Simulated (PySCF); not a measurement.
Run record: geometry optimisation, `CC[Se][SiH2]N`.

Method: PBE0-D3(BJ)/def2-SVP geometry optimisation, gas phase (PySCF 2.14.0). Start geometry: GFN2-xTB. The input is one job of a driver script: a line of settings, then coordinates in Å.

Command:
```bash
OMP_NUM_THREADS=1 python probes_run.py task.json out
```

Input:
```
{"job": {"xc": "PBE0", "basis": "def2-SVP", "d3": "d3bj", "grid": 1, "shake": 0.01, "kind": "geom"}, "charge": 0, "multiplicity": 1}
C     -2.112690    -0.217680     0.402190
C     -1.551560     0.146910    -0.957180
Se     0.089600    -0.851790    -1.362060
Si     1.495470     0.143110     0.193090
N      3.034530    -0.308150    -0.315940
H     -2.332030    -1.255570     0.466170
H     -1.443130     0.086770     1.199960
H     -3.057580     0.346030     0.531020
H     -1.303310     1.217820    -1.008720
H     -2.238660    -0.113060    -1.748420
H      1.255060    -0.422710     1.540650
H      1.123240     1.570840     0.197980
H      3.211350    -0.405660    -1.295000
H      3.822520     0.048040     0.198410
```

Task: What does the run print?

Result: 
```
step   0  E = -2826.42511189  max force = 0.031691
step   1  E = -2826.43115859  max force = 0.006526
step   2  E = -2826.43167153  max force = 0.001539
step   3  E = -2826.43209747  max force = 0.003494
step   4  E = -2826.43229272  max force = 0.002882
step   5  E = -2826.43238478  max force = 0.001341
step   6  E = -2826.43242995  max force = 0.001071
step   7  E = -2826.43246857  max force = 0.001189
step   8  E = -2826.43252474  max force = 0.001402
step   9  E = -2826.43256236  max force = 0.001580
step  10  E = -2826.43257619  max force = 0.000847
step  11  E = -2826.43259087  max force = 0.000454
step  12  E = -2826.43260653  max force = 0.000541
step  13  E = -2826.43262154  max force = 0.000577
step  14  E = -2826.43263342  max force = 0.000440
optimisation converged
```

Energies in Eh; «max force» is the largest Cartesian gradient component in Eh/bohr.

Task: Give the first gradient maximum in eV/Å.

Result: With 1 Eh/bohr = 51.422 eV/Å, 1.630 eV/Å.

Summary of the converged run: final energy -2826.43263 Eh after 14 steps; dipole 1.19 D.

The run took 2.3 min wall on an Arm Neoverse V1 with one thread, no GPU, shared host with 32 logical CPUs at a one-minute load of 27, and the process peaked at 0.53 GiB of memory.
Labels such as C1 count atoms from 1, the log's own numbers from 0.
